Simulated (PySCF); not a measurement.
**Broadened absorption spectrum of C2H10FNSi2**

Species: C₂H₁₀FNSi₂.
SMILES: `C[SiH2]C[Si@H](N)F`

Level of theory: PySCF, TDDFT CAM-B3LYP/def2-SVPD, vertical, gas phase, core orbitals frozen in the response. Geometry: GFN2-xTB, one conformer, isolated molecule. Torsions of this conformer, `[CH3:1][SiH2:2][CH2:3][Si@H:4]([NH2:5])[F:6]`: C1–Si2–C3–Si4 65°, Si2–C3–Si4–N5 61°, H–N5–Si4–C3 54°, H–N5–Si4–C3 -165°.

Computed states:

```json
{"state": "S1", "E (eV)": "6.82", "f": "0.031"}
{"state": "S2", "E (eV)": "7.43", "f": "0.021"}
{"state": "S3", "E (eV)": "7.98", "f": "0.020"}
{"state": "S4", "E (eV)": "8.16", "f": "0.0031"}
{"state": "S5", "E (eV)": "8.35", "f": "0.103"}
{"state": "S6", "E (eV)": "8.45", "f": "0.071"}
{"state": "S7", "E (eV)": "8.49", "f": "0.049"}
{"state": "S8", "E (eV)": "8.55", "f": "0.024"}
```

Broadening: Gaussians 0.25 eV wide at half height, area fixed by f = 4.319×10⁻⁹ ∫ε dν̃. The width is an assumption, not a result. The curve ends short of the highest state used, and states not computed would add to its high-energy end.

Question: Give the broadened spectrum and its maxima.

Answer: 
```json
{"E (eV)": "6.44", "ε (L mol⁻¹ cm⁻¹)": "6"}
{"E (eV)": "6.47", "ε (L mol⁻¹ cm⁻¹)": "16"}
{"E (eV)": "6.50", "ε (L mol⁻¹ cm⁻¹)": "38"}
{"E (eV)": "6.52", "ε (L mol⁻¹ cm⁻¹)": "66"}
{"E (eV)": "6.55", "ε (L mol⁻¹ cm⁻¹)": "140"}
{"E (eV)": "6.58", "ε (L mol⁻¹ cm⁻¹)": "273"}
{"E (eV)": "6.61", "ε (L mol⁻¹ cm⁻¹)": "493"}
{"E (eV)": "6.63", "ε (L mol⁻¹ cm⁻¹)": "700"}
{"E (eV)": "6.66", "ε (L mol⁻¹ cm⁻¹)": "1106"}
{"E (eV)": "6.69", "ε (L mol⁻¹ cm⁻¹)": "1614"}
{"E (eV)": "6.72", "ε (L mol⁻¹ cm⁻¹)": "2175"}
{"E (eV)": "6.74", "ε (L mol⁻¹ cm⁻¹)": "2538"}
{"E (eV)": "6.77", "ε (L mol⁻¹ cm⁻¹)": "2994"}
{"E (eV)": "6.80", "ε (L mol⁻¹ cm⁻¹)": "3260"}
{"E (eV)": "6.83", "ε (L mol⁻¹ cm⁻¹)": "3277"}
{"E (eV)": "6.85", "ε (L mol⁻¹ cm⁻¹)": "3146"}
{"E (eV)": "6.88", "ε (L mol⁻¹ cm⁻¹)": "2769"}
{"E (eV)": "6.91", "ε (L mol⁻¹ cm⁻¹)": "2250"}
{"E (eV)": "6.94", "ε (L mol⁻¹ cm⁻¹)": "1688"}
{"E (eV)": "6.96", "ε (L mol⁻¹ cm⁻¹)": "1333"}
{"E (eV)": "6.99", "ε (L mol⁻¹ cm⁻¹)": "876"}
{"E (eV)": "7.02", "ε (L mol⁻¹ cm⁻¹)": "532"}
{"E (eV)": "7.05", "ε (L mol⁻¹ cm⁻¹)": "302"}
{"E (eV)": "7.07", "ε (L mol⁻¹ cm⁻¹)": "202"}
{"E (eV)": "7.10", "ε (L mol⁻¹ cm⁻¹)": "116"}
{"E (eV)": "7.13", "ε (L mol⁻¹ cm⁻¹)": "91"}
{"E (eV)": "7.16", "ε (L mol⁻¹ cm⁻¹)": "120"}
{"E (eV)": "7.18", "ε (L mol⁻¹ cm⁻¹)": "170"}
{"E (eV)": "7.21", "ε (L mol⁻¹ cm⁻¹)": "300"}
{"E (eV)": "7.24", "ε (L mol⁻¹ cm⁻¹)": "506"}
{"E (eV)": "7.27", "ε (L mol⁻¹ cm⁻¹)": "794"}
{"E (eV)": "7.29", "ε (L mol⁻¹ cm⁻¹)": "1028"}
{"E (eV)": "7.32", "ε (L mol⁻¹ cm⁻¹)": "1415"}
{"E (eV)": "7.35", "ε (L mol⁻¹ cm⁻¹)": "1799"}
{"E (eV)": "7.38", "ε (L mol⁻¹ cm⁻¹)": "2111"}
{"E (eV)": "7.40", "ε (L mol⁻¹ cm⁻¹)": "2247"}
{"E (eV)": "7.43", "ε (L mol⁻¹ cm⁻¹)": "2309"}
{"E (eV)": "7.46", "ε (L mol⁻¹ cm⁻¹)": "2191"}
{"E (eV)": "7.48", "ε (L mol⁻¹ cm⁻¹)": "2023"}
{"E (eV)": "7.51", "ε (L mol⁻¹ cm⁻¹)": "1680"}
{"E (eV)": "7.54", "ε (L mol⁻¹ cm⁻¹)": "1289"}
{"E (eV)": "7.57", "ε (L mol⁻¹ cm⁻¹)": "913"}
{"E (eV)": "7.59", "ε (L mol⁻¹ cm⁻¹)": "695"}
{"E (eV)": "7.62", "ε (L mol⁻¹ cm⁻¹)": "436"}
{"E (eV)": "7.65", "ε (L mol⁻¹ cm⁻¹)": "263"}
{"E (eV)": "7.68", "ε (L mol⁻¹ cm⁻¹)": "170"}
{"E (eV)": "7.70", "ε (L mol⁻¹ cm⁻¹)": "149"}
{"E (eV)": "7.73", "ε (L mol⁻¹ cm⁻¹)": "174"}
{"E (eV)": "7.76", "ε (L mol⁻¹ cm⁻¹)": "270"}
{"E (eV)": "7.79", "ε (L mol⁻¹ cm⁻¹)": "444"}
{"E (eV)": "7.81", "ε (L mol⁻¹ cm⁻¹)": "604"}
{"E (eV)": "7.84", "ε (L mol⁻¹ cm⁻¹)": "907"}
{"E (eV)": "7.87", "ε (L mol⁻¹ cm⁻¹)": "1262"}
{"E (eV)": "7.90", "ε (L mol⁻¹ cm⁻¹)": "1625"}
{"E (eV)": "7.92", "ε (L mol⁻¹ cm⁻¹)": "1843"}
{"E (eV)": "7.95", "ε (L mol⁻¹ cm⁻¹)": "2092"}
```

Maxima: 182 nm (6.82 eV), ε about 3300, made up of S1 (100%); 167 nm (7.42 eV), ε about 2300, made up of S2 (100%) (ε in L mol⁻¹ cm⁻¹; maxima over ε = 5, shares over 10%). At its high-energy end, 7.95 eV, the curve is still rising (ε about 2100, from S3).

Question: What would ε be at 6.82 eV, the highest of these maxima, with half the width (0.125 eV)?

Answer: About 6590 L mol⁻¹ cm⁻¹ against 3300, a factor of about 2.00; a lone state at its own centre would give exactly 2.

Question: Coming from long wavelengths, where does ε first pass 100 L mol⁻¹ cm⁻¹?

Answer: At about 190 nm (6.54 eV), 0.28 eV below S1.

Without π bonds the low states are Rydberg-like; a valence basis with one diffuse set may place them up to an eV too high.
